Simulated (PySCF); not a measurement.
**How methods differ on the excitation energy of Be**

Be [He] 2s2 (1S) → Be [He] 2p2 (3P), as a difference of total energies. All numbers are calculated (PySCF 2.14, the spin-free X2C one-electron Hamiltonian (Gaussian nucleus), in x2c-TZVPPall with one added diffuse shell of s type (6s3p1d, 20 functions)). Correlated levels: valence: 1s2 frozen. The calculations carry no spin-orbit coupling.

```json
{"method": "UHF", "excitation energy (eV)": "6.478", "error (eV)": "-0.923"}
{"method": "MP2 (valence)", "excitation energy (eV)": "7.062", "error (eV)": "-0.339"}
{"method": "SCS-MP2 (valence)", "excitation energy (eV)": "7.288", "error (eV)": "-0.113"}
{"method": "CCSD (valence)", "excitation energy (eV)": "7.500", "error (eV)": "+0.099"}
```

Reference: 7.401 eV (measured; NIST levels, between the centres of gravity of the two terms).

Errors of the correlated levels include the incompleteness of this basis and the frozen core.

The basis was made for the ground configuration and has no added diffuse functions, so the excitation energy can come out too high.

With two correlated electrons CCSD is exact in that space.
